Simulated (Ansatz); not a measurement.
Tuning the range parameter of LC-ωPBE so that −HOMO meets the ionisation energy; basis def2-SVPD, Ansatz. System: [NbOCl4]- (NbCl₄O⁻). Charge -1, multiplicity 1. Geometry: B3LYP-D4/def2-SVPD. The ionised state is a doublet.

Geometry of the singlet:

```xyz
6

Nb   -0.088   -0.055    0.038
O    -1.434   -0.905    0.620
Cl   -0.440    0.040   -2.350
Cl    1.545   -1.776   -0.417
Cl    1.199    0.440    2.022
Cl   -0.783    2.257    0.087
```

In the def2 sets Nb takes a core potential; there is no spin–orbit coupling.

```json
{"ω (1/bohr)": "0.1", "HOMO (eV)": "-4.41", "LUMO (eV)": "1.04", "vertical IE (eV)": "5.58", "HOMO + IE (eV)": "1.17"}
{"ω (1/bohr)": "0.15", "HOMO (eV)": "-5.03", "LUMO (eV)": "1.50", "vertical IE (eV)": "5.79", "HOMO + IE (eV)": "0.76"}
{"ω (1/bohr)": "0.2", "HOMO (eV)": "-5.55", "LUMO (eV)": "1.82", "vertical IE (eV)": "6.03", "HOMO + IE (eV)": "0.48"}
```

Problem. Estimate the row for 0.3 bohr⁻¹.

Solution. 
```csv
ω (1/bohr),HOMO (eV),LUMO (eV),vertical IE (eV),HOMO + IE (eV)
0.3,-6.38,2.22,6.52,0.13
```

Problem. Where does the tuning condition hold?

Solution. Not within the range that was run.
